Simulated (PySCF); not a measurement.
## Silicon: a sound run and one with changed settings

Sound run: Si⁺ [Ne] 3s2 3p1, Si²⁺ [Ne] 3s2. Computed with PySCF 2.14 in def2-TZVP (5s5p2d1f, 37 functions), with no relativity, point nucleus. In the sound run the correlated levels freeze [Ne]. The sound run starts from symmetry-adapted Hartree-Fock orbitals and uses a fine grid where one is needed.

Changed run: scalar relativity by spin-free X2C-1e. This setting is unsound on purpose.

```csv
species,method,sound run (hartree),changed run (hartree),converged
Si⁺,UHF,-288.57001,-289.11413,yes
Si⁺,B3LYP,-289.09385,-289.63903,yes
Si⁺,TPSS,-289.08788,-289.63283,yes
Si⁺,MP2,-288.61035,-289.15447,yes
Si⁺,CCSD(T),-288.62891,-289.17297,yes
Si²⁺,UHF,-287.98800,-288.53213,yes
Si²⁺,B3LYP,-288.49054,-289.03570,yes
Si²⁺,TPSS,-288.48061,-289.02559,yes
Si²⁺,MP2,-288.01934,-288.56346,yes
Si²⁺,CCSD(T),-288.03273,-288.57679,yes
```

Ionisation energy of Si⁺:

```json
{"method": "UHF", "sound run (eV)": "15.837", "changed run (eV)": "15.837"}
{"method": "B3LYP", "sound run (eV)": "16.417", "changed run (eV)": "16.417"}
{"method": "TPSS", "sound run (eV)": "16.525", "changed run (eV)": "16.524"}
{"method": "MP2", "sound run (eV)": "16.082", "changed run (eV)": "16.082"}
{"method": "SCS-MP2", "sound run (eV)": "16.069", "changed run (eV)": "16.070"}
{"method": "CCSD", "sound run (eV)": "16.194", "changed run (eV)": "16.194"}
{"method": "CCSD(T)", "sound run (eV)": "16.223", "changed run (eV)": "16.223"}
```

Most of the change in total energy is the relativistic energy itself. On top of that the contraction fixes the core shape for the Hamiltonian it was made with, so the changed run is not a good calculation with the other Hamiltonian either.

For comparison, NIST gives 16.346 eV between the lowest levels.
